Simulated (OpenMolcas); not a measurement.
Multiconfigurational calculation on Ne+

Input:

```
&GATEWAY
Coord
1

Ne 0.0 0.0 0.0
Basis=ANO-R2
Group=XYZ
NoMove
AngMom=0.0 0.0 0.0
AMFI
&SEWARD
* reference wave functions (RASSCF and RASSI steps not shown): 7 electrons in 4 orbitals (2s 2p)
>>> COPY JOB001 $Project.JobIph
&CASPT2
Multistate=3 1 2 3
Frozen=0 0
IPEA=0.25
Imaginary=0.1
MaxIter=60
WThr=0.0 0.3 0.05
PrWF=0.5
NoMix
>>> COPY JOB002 $Project.JobIph
&CASPT2
Multistate=1 1
Frozen=0 0
IPEA=0.25
Imaginary=0.1
MaxIter=60
WThr=0.0 0.3 0.05
PrWF=0.5
NoMix
```

Launched by
```bash
OMP_NUM_THREADS=1 MOLCAS_MEM=1689 MOLCAS_PROJECT=a pymolcas a.inp > a.log  # once for each step of the input, in one work folder
```

Output, cut to the results:

```
--- CASPT2 ---
Orbital specifications:
      -----------------------

      Symmetry species                           1   2
                                                ag  au
      Frozen orbitals                            0   0
      Inactive orbitals                          1   0
      Active orbitals                            1   3
      Secondary orbitals                        12  16
      Deleted orbitals                           0   0
      Number of basis functions                 14  19
Type of calculation                        MS-CASPT2
      Fock operator                              state-specific
      IPEA shift                                 0.25
      Real shift                                 0.00
      Imaginary shift                            0.10
      The input orbitals will be transformed to quasi-canonical
Reference energy:        -127.9550102103
      E2 (Non-variational):      -0.2255033370
      Shift correction:          -0.0000370394
      E2 (Variational):          -0.2255403764
      Total energy:            -128.1805505867
      Residual norm:              0.0000002597
      Reference weight:           0.97598
      Contributions to the CASPT2 correlation energy
      Active & Virtual Only:         -0.2118054682
      One Inactive Excited:          -0.0093352263
      Two Inactive Excited:          -0.0043626424
Reference energy:        -127.9550102103
      E2 (Non-variational):      -0.2255033370
      Shift correction:          -0.0000370394
      E2 (Variational):          -0.2255403764
      Total energy:            -128.1805505867
      Residual norm:              0.0000002597
      Reference weight:           0.97598
      Contributions to the CASPT2 correlation energy
      Active & Virtual Only:         -0.2118054682
      One Inactive Excited:          -0.0093352263
      Two Inactive Excited:          -0.0043626424
::    CASPT2 Root  1     Total energy:   -128.18055059
::    CASPT2 Root  2     Total energy:   -128.18055059
::    CASPT2 Root  3     Total energy:   -128.18055059
::    MS-CASPT2 Root  1     Total energy:   -128.18055059
::    MS-CASPT2 Root  2     Total energy:   -128.18055059
::    MS-CASPT2 Root  3     Total energy:   -128.18055059
--- CASPT2 ---
Orbital specifications:
      -----------------------

      Symmetry species                           1   2
                                                ag  au
      Frozen orbitals                            0   0
      Inactive orbitals                          1   0
      Active orbitals                            1   3
      Secondary orbitals                        12  16
      Deleted orbitals                           0   0
      Number of basis functions                 14  19
Type of calculation                        SS-CASPT2
      Fock operator                              state-specific
      IPEA shift                                 0.25
      Real shift                                 0.00
      Imaginary shift                            0.10
      The input orbitals will be transformed to quasi-canonical
Reference energy:        -126.8663010558
      E2 (Non-variational):      -0.3061477194
      Shift correction:          -0.0001167391
      E2 (Variational):          -0.3062644584
      Total energy:            -127.1725655143
      Residual norm:              0.0000001543
      Reference weight:           0.95597
      Contributions to the CASPT2 correlation energy
      Active & Virtual Only:         -0.2896687139
      One Inactive Excited:          -0.0120562825
      Two Inactive Excited:          -0.0044227230
::    CASPT2 Root  1     Total energy:   -127.17256551
```

Levels above the lowest, from the spin-orbit matrix with the single-state CASPT2 energies, averaged by term, on its diagonal:

```csv
Configuration,Term,J,E (cm⁻¹),Measured (cm⁻¹),Term weight %
2s² 2p⁵,²P°,3/2,0.0,0.0,100
2s² 2p⁵,²P°,1/2,775,780,100
2s 2p⁶,²S,1/2,221486,217048,100
```

Against the 2 measured excited levels shown (NIST Handbook of Basic Atomic Spectroscopic Data) the mean absolute deviation is 2200 cm-1; the largest miss in energy is 2s 2p⁶ ²S_1/2: computed 221486, measured 217048 cm⁻¹ (+2.0 %).

Computed and measured levels are paired by configuration, term and J; levels that our copy of the source lacks, or whose pairing is in doubt (as where it misses far off the trend of its configuration), stay unpaired and out of the deviations. Levels of configurations outside the active space are missing.

The term weight is that of the spin-free term in the level, not the purity of its configuration. ° marks odd parity.
